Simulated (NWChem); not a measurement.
NH2TeI; SMILES N[Te]I

```xyz
5

Te     0.3022     1.2173     0.0000
I     -0.0102    -1.5159     0.0000
N     -1.5665     1.9390     0.0000
H     -2.1047     1.7360     0.8388
H     -2.1047     1.7360    -0.8388
```
Atoms are numbered in this order, from 1.

All runs: NWChem. All runs use the structure optimised with PBE0/def2-SVP. No frequency run checked for a minimum. def2 effective core potentials on Te, I; no spin-orbit coupling. Ions are spin-unrestricted doublets at the neutral geometry; other ion states weren't tried.

For level CAM-B3LYP/def2-SVP:

| Quantity | Value |
|---|---|
| vertical ionisation energy, ΔSCF (eV) | 8.38 |
| −ε(HOMO) (eV) | 7.38 |

Task: How do the values read with level PBE/def2-SVP instead?

Result: 
- vertical ionisation energy, ΔSCF (eV): 7.96
- −ε(HOMO) (eV): 5.05
